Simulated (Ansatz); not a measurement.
Start from `CC[CH2][ZnH]` and change one atom or group to get `CCCC#N`.

Ansatz, PBE0-D4/def2-TZVP geometries, multiplicity 1. Each molecule was computed in one conformer, which needn't be the lowest.

Scalar relativity is left out up to krypton.

```csv
property,`CC[CH2][ZnH]`
LUMO energy (PBE0/def2-TZVPP) / eV,-0.37
size of the dipole moment (B3LYP/def2-TZVPP) / D,0.76
HOMO energy (PBE/def2-TZVPP) / eV,-5.92
HOMO energy (ωB97M-V/def2-TZVPP) / eV,-9.21
size of the dipole moment (ωB97M-V/def2-TZVPP) / D,0.70
LUMO energy (PBE/def2-TZVPP) / eV,-1.10
```

Task: Give the same properties after the change, and the shifts. (An estimate is asked.)

Result: Computed: 
```csv
property,`CCCC#N`,shift
LUMO energy (PBE0/def2-TZVPP) / eV,0.58,0.95
size of the dipole moment (B3LYP/def2-TZVPP) / D,4.24,3.48
HOMO energy (PBE/def2-TZVPP) / eV,-7.91,-1.99
HOMO energy (ωB97M-V/def2-TZVPP) / eV,-11.58,-2.37
size of the dipole moment (ωB97M-V/def2-TZVPP) / D,4.22,3.52
LUMO energy (PBE/def2-TZVPP) / eV,-0.34,0.76
```

With PBE0 the HOMO falls by 2.23 eV and the LUMO rises by 0.95 eV, so the gap widens by about 3.18 eV. PBE moves the HOMO by -1.99 eV and ωB97M-V by -2.37 eV. Dipoles are sizes alone; their direction can turn.

B3LYP here is the variant with VWN-RPA as its local correlation; programs differ in this.
